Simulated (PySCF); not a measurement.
Match the calculated data to a structure.

All candidates are C4H10OSSi.

- Polarisability: 93.4 au [CAM-B3LYP/def2-SVPD]
- UV, first state: lowest singlet excitation: 4.91 eV (252 nm, f = 0.000) [TDDFT CAM-B3LYP/def2-SVPD]
- Dipole: 1.53 D [CAM-B3LYP/def2-SVPD]
- NMR, other nuclei: isotropic shieldings of nuclei other than C and H, by class: 283 (1 O), 332 (1 Si), 592 (1 S) ppm [GIAO PBE0/pcSseg-1]
- Rotational structure: rotational constants A, B, C: 3.309, 1.089, 1.030 GHz [GFN2-xTB]
- 13C NMR: chemical shifts (computed TMS as zero) by class: 32.5 (2 C), 14.0 (1 C), 6.6 (1 C) ppm [GIAO PBE0/pcSseg-1]
- UV, strongest line: among the 8 lowest singlet transitions: S4 at 6.57 eV (189 nm, f = 0.042) [TDDFT CAM-B3LYP/def2-SVPD]
- 1H NMR: chemical shifts (computed TMS as zero) by class: 2.85 (2 H), 2.59 (2 H), 2.46 (1 H), 1.07 (3 H), 0.77 (2 H) ppm [GIAO PBE0/pcSseg-1]

The electronic properties come from PySCF, for the isolated species, density fitting. Levels stand in brackets. The structure is a single GFN2-xTB conformer in the gas phase; no vibrational or solvent corrections. NMR classes are plain means over equivalent atoms (diastereotopic ones count apart unless rotation or inversion swaps them), as if these changed places fast.

Task: Which candidate is it?
A. `CC[Si]1(O)CSC1`
B. `C=C(C)[Si@](C)(O)S`
C. `C=CCOCS[SiH3]`
D. `CO[C@@H]1[C@H](C)[Si@@H]1S`

Result: A. It is `CC[Si]1(O)CSC1`. Numbering: `[CH3:1][CH2:2][Si:3]1([OH:4])[CH2:5][S:6][CH2:7]1`. Its formula, C4H10OSSi, gives 1 degree of unsaturation: 1 ring and 0 π bonds in the structure found. 4 carbons fall into 3 classes; from least to most shielded: ring sp3 carbon bound to sulfur [C5/C7] (32.5 ppm, 2 C), chain sp3 carbon bound to silicon [C2] (14.0 ppm), methyl carbon [C1] (6.6 ppm). Hydrogen classes from least to most shielded: 2 H on 2 like atoms (sp3 carbon bound to sulfur), C5/C7 (2.85 ppm), 2 H on 2 like atoms (sp3 carbon bound to sulfur), C5/C7 (2.59 ppm), 1 H on a silanol oxygen, O4 (2.46 ppm), 3 H on a methyl carbon, C1 (1.07 ppm), 2 H on an sp3 carbon bound to silicon, C2 (0.77 ppm). The other shieldings belong to: 283 ppm, silanol oxygen [O4]; 332 ppm, oxygen-bound silicon [Si3]; 592 ppm, sulfide sulfur [S6]. The optimised geometry has point group C1 and is an asymmetric top.

The others, at the same levels:
- `C=C(C)[Si@](C)(O)S` fails: it has 4 carbon classes against 3; its computed 13C shifts are 154.7 (1 C), 132.7 (1 C), 25.6 (1 C), 4.3 (1 C) ppm, 1H shifts are 6.00 (1 H), 5.58 (1 H), 1.91 (3 H), 1.85 (1 H), 0.47 (1 H), 0.40 (3 H) ppm and lowest singlet excitation is 6.20 eV (200 nm, f = 0.031) (against 4.91 eV).
- `C=CCOCS[SiH3]` fails: it has 4 carbon classes against 3; its computed 13C shifts are 142.9 (1 C), 122.7 (1 C), 78.3 (1 C), 71.3 (1 C) ppm, 1H shifts are 6.36 (1 H), 5.52 (1 H), 5.49 (1 H), 4.52 (2 H), 4.46 (3 H), 4.16 (2 H) ppm and lowest singlet excitation is 5.54 eV (224 nm, f = 0.004) (against 4.91 eV).
- `CO[C@@H]1[C@H](C)[Si@@H]1S` fails: it has 4 carbon classes against 3; its computed 13C shifts are 63.6 (1 C), 61.7 (1 C), 19.4 (1 C), 8.7 (1 C) ppm, 1H shifts are 3.96 (1 H), 3.54 (3 H), 3.44 (1 H), 1.41 (3 H), 0.99 (1 H), 0.72 (1 H) ppm and lowest singlet excitation is 5.32 eV (233 nm, f = 0.020) (against 4.91 eV).

Each candidate is one conformer, not necessarily the lowest. Dipoles, sizes and rotational constants follow the conformer. The torsions of the flexible species, by atom-mapped SMILES:
- `[CH3:1][CH2:2][Si:3]1([OH:4])[CH2:5][S:6][CH2:7]1`: C1–C2–Si3–O4 -59°, H–O4–Si3–C2 -178°
- `[CH2:1]=[C:2]([CH3:3])[Si@:4]([CH3:5])([OH:6])[SH:7]`: C1–C2–Si4–C5 109°, H–O6–Si4–C2 -56°, H–S7–Si4–C2 172°
- `[CH2:1]=[CH:2][CH2:3][O:4][CH2:5][S:6][SiH3:7]`: C1–C2–C3–O4 138°, C2–C3–O4–C5 177°, C3–O4–C5–S6 -169°, O4–C5–S6–Si7 24°
- `[CH3:1][O:2][C@@H:3]1[C@H:4]([CH3:5])[Si@@H:6]1[SH:7]`: C1–O2–C3–C4 -89°, H–S7–Si6–C4 -62°
